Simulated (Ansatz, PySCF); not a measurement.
C3H7ClOSi, SMILES C=C(Cl)[Si@@H](C)O.

Coordinates come from a ωB97X-D3(BJ)/def2-SVP optimisation. The structure was generated by enumeration; whether it is a known compound was not checked. The values are those of a single conformer.

Vertical ionisation energy (IE) and electron affinity (EA) in eV. Rows of orbital energies are one-electron estimates. Where ΔSCF, EOM or ADC give a negative EA the extra electron is unbound and the value depends on the basis.

```json
[
 {"level": "−ε(HOMO), −ε(LUMO), PBE0/def2-TZVP (PySCF)", "IE": "7.52", "EA": "0.62"},
 {"level": "−ε(HOMO), −ε(LUMO), PBE/def2-TZVP (PySCF)", "IE": "6.35", "EA": "1.57"},
 {"level": "ΔSCF, CAM-B3LYP/def2-SVPD (Ansatz), final states of multiplicity 2 and 2", "IE": "9.75", "EA": "-1.07"},
 {"level": "ΔSCF, PBE/def2-SVPD (Ansatz), final states of multiplicity 2 and 2", "IE": "9.35", "EA": "-0.80"}
]
```

Q: What vertical singlet–triplet gap does ΔSCF give with CAM-B3LYP/def2-SVPD (Ansatz, a first-principles code) and with PBE/def2-SVPD (Ansatz)? (Estimate from the structure and the level; the computed values follow.)

A: 4.01 and 4.02 eV (triplet above singlet where positive).
